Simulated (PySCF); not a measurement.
Static response to an electric field

Compound: C5H11B.
SMILES with atom numbers: `[BH2:1][C@H:2]([CH3:3])[CH2:4][CH:5]=[CH2:6]` (hydrogens: H7, H8 on B1; H9 on C2; H10, H11, H12 on C3; H13, H14 on C4; H15 on C5; H16, H17 on C6)

Geometry (PBE0-D3(BJ)/def2-SVP, Å), atoms numbered from 1 in this order:
```
atom  x, y, z in Å
B1    -0.8999    1.3347    0.7407
C2    -0.8753    0.1585   -0.2799
C3    -2.1720   -0.6402   -0.4021
C4     0.3663   -0.7487   -0.2740
C5     1.6618   -0.0293   -0.4684
C6     2.7025   -0.0628    0.3642
H7    -1.9461    1.9054    0.9627
H8     0.1131    1.7548    1.2504
H9    -0.8033    0.8137   -1.1896
H10   -3.0496    0.0189   -0.4748
H11   -2.3173   -1.2840    0.4805
H12   -2.1643   -1.2995   -1.2855
H13    0.2564   -1.4952   -1.0837
H14    0.3980   -1.3250    0.6665
H15    1.7421    0.5673   -1.3879
H16    3.6266    0.4805    0.1499
H17    2.6677   -0.6371    1.2960
```

Level: PBE0/def2-SVPD (PySCF), static field, nuclei fixed, core orbitals frozen in the response. The polarisability tensor in these axes (au):

```
x   93.49  1.05  6.68
y    1.05 70.17  3.31
z    6.68  3.31 68.61
```

Diagonalise the tensor; give its mean and Δα, where Δα² is half the sum of the squared differences of the eigenvalues.

Principal values 65.15, 71.82 and 95.31 au; mean 77.43 au = 11.47 Å³ = 12.77 × 10⁻⁴⁰ C²·m²/J; Δα = 27.43 au (35 % of the mean).

What is the dipole moment, and where does it point?

(-0.28, -0.48, -0.56) D, 0.79 D in size, pointing from the negative to the positive side. Measured along this direction, the outermost atoms are H8 at the negative end and H12 at the positive end.

Sum over states: ᾱ = Σ f/ω², ω in Eh. What share falls to these 6 lowest TDDFT singlets (eV, f)? 4.97, 0.0065; 5.63, 0.0092; 5.82, 0.0014; 7.08, 0.0212; 7.11, 0.0600; 7.18, 0.0106.

They add up to 1.78 au, 2.3 % of the 77.43 au; the largest single term is 0.88 au, from the state at 7.11 eV. Terms in order: 0.19, 0.21, 0.03, 0.31, 0.88, 0.15 au. Higher excitations give the rest. The strengths listed sum to 0.109.

Give the eigenvalues of the traceless quadrupole moment Θ = ½Σq(3rr − r²1), origin at the centre of nuclear charge.

-5.51, 0.48, 5.03 D·Å. The values depend on the origin, since the dipole doesn't vanish. The electronic extent ⟨r²⟩ about the same centre is 782 bohr², a root-mean-square distance of 2.18 Å for the 46 electrons.

Refractivity n − 1 of an ideal gas of it at 500 K and 1 atm, from the electronic α?

N = p/kT = 1.4678 × 10¹⁹ cm⁻³, so n − 1 = 2π × N × 11.47 × 10⁻²⁴ cm³ = 1058 × 10⁻⁶ at long wavelengths.

Isolated species at its PBE0-D3(BJ)/def2-SVP geometry (one conformer only).

The run behind these numbers computed excited states as well. The run took about 80 s of CPU time (one thread, shared machine).
